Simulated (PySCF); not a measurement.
Magnetisability and related constants of SMILES C#CC(=O)OCCC=C, C7H8O2

The calculation used GIAO BHandHLYP/pcSseg-1 magnetisability, rotational g tensor and spin-rotation constants, non-relativistic, gas phase (PySCF 2.14.0). Geometry: GFN2-xTB.

Input:
```
{"job": {"kind": "mag", "xc": "BHandHLYP", "basis": "pcSseg-1", "isotopologues": 0}, "charge": 0, "multiplicity": 1}
C      4.393773     0.285529     1.112498
C      3.232931     0.047568     0.927493
C      1.825223    -0.248046     0.788327
O      1.121517    -0.612093     1.693916
O      1.430241    -0.067781    -0.475634
C      0.053887    -0.306082    -0.755872
C     -0.811519     0.904586    -0.393127
C     -2.228057     0.679533    -0.817100
C     -3.246947     0.604413     0.017036
H      5.412517     0.496742     1.258513
H      0.010529    -0.510725    -1.827871
H     -0.285025    -1.183940    -0.194842
H     -0.761986     1.068741     0.684667
H     -0.406669     1.784945    -0.900842
H     -2.379358     0.567820    -1.883031
H     -4.254263     0.440784    -0.325011
H     -3.113792     0.709498     1.080970
```
Coordinates are in Å.

Command: `OMP_NUM_THREADS=1 python excited_run.py task.json out`

Question: What does the run print?

Answer: Atoms count from 0.
```
coarse grid: 14736 points
cycle   1  E = -421.3890253712  dE =  1.712e+00  |g| = 9.056e-01  |ddm| = 3.810e+00
cycle   2  E = -421.2874260334  dE =  1.016e-01  |g| = 1.223e+00  |ddm| = 1.742e+00
cycle   3  E = -421.5481726390  dE = -2.607e-01  |g| = 1.814e-01  |ddm| = 1.090e+00
cycle   4  E = -421.5535482015  dE = -5.376e-03  |g| = 8.012e-02  |ddm| = 1.655e-01
cycle   5  E = -421.5546593253  dE = -1.111e-03  |g| = 1.554e-02  |ddm| = 5.792e-02
cycle   6  E = -421.5547132076  dE = -5.388e-05  |g| = 4.858e-03  |ddm| = 1.762e-02
cycle   7  E = -421.5547188464  dE = -5.639e-06  |g| = 2.568e-03  |ddm| = 5.365e-03
final grid: 143848 points
cycle   8  E = -421.6183465207  dE = -2.001e-05  |g| = 4.681e-03  |ddm| = 2.066e-02
cycle   9  E = -421.6183421053  dE =  4.415e-06  |g| = 6.420e-03  |ddm| = 7.715e-03
cycle  10  E = -421.6183517126  dE = -9.607e-06  |g| = 6.935e-04  |ddm| = 4.528e-03
cycle  11  E = -421.6183518280  dE = -1.153e-07  |g| = 1.939e-04  |ddm| = 5.916e-04
cycle  12  E = -421.6183518359  dE = -7.894e-09  |g| = 1.161e-04  |ddm| = 2.144e-04
cycle  13  E = -421.6183518384  dE = -2.513e-09  |g| = 2.119e-05  |ddm| = 1.058e-04
cycle  14  E = -421.6183518385  dE = -1.431e-10  |g| = 1.581e-05  |ddm| = 2.982e-05
converged SCF energy = -421.6183518385

Magnetisability tensor (1e-30 J/T^2)
    -1276.48       36.98      -14.50
       36.98    -1376.53      -28.00
      -14.50      -28.00    -1071.56
isotropic -1241.53   principal values   -1390.27  -1266.84  -1067.47
isotropic susceptibility -74.766 1e-6 cm^3/mol

Inertial axes            a          b          c
rot. const./GHz      5.4052     0.6891     0.6504
chi total           -76.979    -64.801    -82.519
chi diamagnetic    -330.722  -1812.977  -1914.007
chi paramagnetic    253.743   1748.176   1831.488
quadrupole/D A       15.117    -10.186     -4.931
g nuclear            0.5909     0.5600     0.5585
g electronic        -0.6443    -0.5660    -0.5596
g total             -0.0534    -0.0059    -0.0011

Spin-rotation constants (kHz, H = +C I.J)
atom  isotope        aa         bb         cc
  9     1H        0.056     -0.081     -0.068
 10     1H       -0.526      0.013     -0.053
 11     1H       -0.492     -0.018     -0.017
 12     1H       -0.455      0.002     -0.061
 13     1H       -0.550     -0.033     -0.021
 14     1H       -0.383      0.028     -0.059
 15     1H        0.413     -0.073     -0.064
 16     1H       -0.413      0.033     -0.062
  0    13C*       0.547      0.221      0.191
  1    13C*       0.108      0.233      0.221
  2    13C*       2.694      0.217      0.173
  3    17O*      -2.726     -0.469     -0.058
  4    17O*      -1.544     -0.166     -0.096
  5    13C*       0.914      0.178      0.141
  6    13C*       0.828      0.136      0.109
  7    13C*       2.306      0.262      0.118
  8    13C*       2.164      0.231      0.118
* in the singly substituted isotopologue
```

It took 67 s wall time on 1 thread of an Arm Neoverse N1, shared host, peak memory 0.9 GiB.
